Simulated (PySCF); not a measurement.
NO (SMILES [N]=O), doublet, geometry from GFN2-xTB; MP2/cc-pVTZ run with PySCF.

Input for PySCF:
```python
from pyscf import gto, scf, mp

mol = gto.Mole()
mol.atom = '''
    N    -0.00000000   -0.00000000   -0.61623737
    O     0.00000000    0.00000000    0.53920770
'''
mol.basis = 'cc-pvtz'
mol.spin = 1
mol.verbose = 5
mol.build()

mf = scf.UHF(mol)
mf.kernel()

pt = mp.MP2(mf, frozen=2)
pt.kernel()
print('E(MP2) = %.10f' % pt.e_tot)
```

Output, abridged:

```
PySCF version 2.14.0

[INPUT] verbose = 5
[INPUT] max_memory = 4000
[INPUT] num. atoms = 2
[INPUT] num. electrons = 15
[INPUT] charge = 0
[INPUT] spin (= nelec alpha-beta = 2S) = 1
[INPUT] symmetry False subgroup None
[INPUT] Mole.unit = angstrom
[INPUT] Symbol           X                Y                Z      unit          X                Y                Z       unit  Magmom
[...]
[INPUT] ---------------- BASIS SET ----------------
[INPUT] l, kappa, [nprim/nctr], expnt,             c_1 c_2 ...
[INPUT] O
[...]
                                2299              0.003929 -0.000895
                                522.4             0.020243 -0.004636
                                147.3             0.079181 -0.018724
                                47.55             0.230687 -0.058463
                                16.76             0.433118 -0.136463
                                6.207             0.35026 -0.17574
                                0.6882            -0.008154 0.603418
[...]
                                7.749             0.09974
                                2.28              0.310492
[...]
[INPUT] N
[...]
                                1712              0.004045 -0.000895
                                389.3             0.020775 -0.004624
                                110               0.080727 -0.018528
                                35.57             0.233074 -0.057339
                                12.54             0.433501 -0.132076
                                4.644             0.347472 -0.17251
                                0.5118            -0.008508 0.599944
[...]
                                5.948             0.091764
                                1.742             0.298683
[...]
nuclear repulsion = 25.647193952301
number of shells = 18
number of NR pGTOs = 84
number of NR cGTOs = 60
basis = cc-pvtz
ecp = {}

******** <class 'pyscf.scf.uhf.UHF'> ********
method = UHF
initial guess = minao
damping factor = 0
level_shift factor = 0
DIIS = <class 'pyscf.scf.diis.CDIIS'>
diis_start_cycle = 1
diis_space = 8
diis_damp = 0
SCF conv_tol = 1e-09
SCF conv_tol_grad = None
SCF max_cycles = 50
direct_scf = True
direct_scf_tol = 1e-13
number electrons alpha = 8  beta = 7
Set gradient conv threshold to 3.16228e-05
E1 = -227.97083442795147  E2 = 73.00250021395874  Ecoul = 87.49770586692615  Exc = -14.495205652967414
init E= -129.321140261692
cond(S) = 1308.5959703700437

  alpha mo_energy =
[...]
E1 = -227.55841541140293  E2 = 72.61527099460285  Ecoul = 87.34981146483725  Exc = -14.734540470234393
cycle= 18 E= -129.295950464499  delta_E= -5.62e-10  |g|= 3.84e-06  |ddm|= 0.000131
  alpha mo_energy =
[-20.6973273  -15.73332126  -1.60671352  -0.96928446  -0.78568427
  -0.69655489  -0.64024758  -0.4271825    0.0888183    0.37797645
   0.56833304   0.59365825   0.61406476   0.70832006   0.78405251
   0.82667149   0.82930283   1.13192529   1.13218222   1.34555068
   1.37181265   1.40542519   1.7990862    1.79951367   1.91396278
   2.2850517    2.29873656   2.523561     3.2002309    3.23069751
   3.46944867   3.9954298    4.02798706   4.12551531   4.1255366
   4.12789639   4.12789757   4.33623672   4.46598424   4.46721622
   4.70776756   4.75248014   4.7529258    5.12707157   5.12832157
   5.20760163   5.50387083   5.50387144   5.98230786   5.98233772
   6.68433475   6.68434195   6.77029381   6.90324737   6.91018697
   7.37825337   7.3866408    7.51343726   7.64496286  13.88626644]
  beta  mo_energy =
[-20.69070961 -15.69850121  -1.57376408  -0.88556002  -0.6614848
  -0.65031135  -0.61122655   0.11544946   0.16062465   0.38598559
   0.62349594   0.63551364   0.64922517   0.72359478   0.8113444
   0.83793313   0.85974871   1.18079748   1.18103922   1.37775518
   1.40845778   1.40866435   1.8166223    1.81673477   1.9320324
   2.29386073   2.32278763   2.53717071   3.2676123    3.30963512
   3.48929618   4.01172257   4.05269359   4.15420317   4.15440537
   4.17975985   4.17982912   4.35556616   4.47645364   4.51202725
   4.73140457   4.84253093   4.8449983    5.13946907   5.1759873
   5.22146107   5.5101844    5.51019308   5.99066971   5.99091721
   6.69977687   6.70017309   6.77995482   6.89654319   6.93548077
   7.37691249   7.41050444   7.52894521   7.65332256  13.90164497]
multiplicity <S^2> = 0.80820318  2S+1 = 2.0573801
E1 = -227.5584190635767  E2 = 72.61527464676779  Ecoul = 87.34981529653308  Exc = -14.734540649765293
Extra cycle  E= -129.295950464508  delta_E= -8.87e-12  |g|= 2.93e-06  |ddm|= 3.55e-06
converged SCF energy = -129.295950464508  <S^2> = 0.80820318  2S+1 = 2.0573801

******** <class 'pyscf.mp.ump2.UMP2'> ********
nocc = (np.int64(6), np.int64(5)), nmo = (58, 58)
frozen orbitals 2
transform (ia|jb) incore
E(UMP2) = -129.690823282596  E_corr = -0.394872818088056
E(SCS-UMP2) = -129.679874481661  E_corr = -0.383924017153157
E_corr(same-spin) = -0.103757728329819
E_corr(oppo-spin) = -0.291115089758237
E(MP2) = -129.6908232826
```
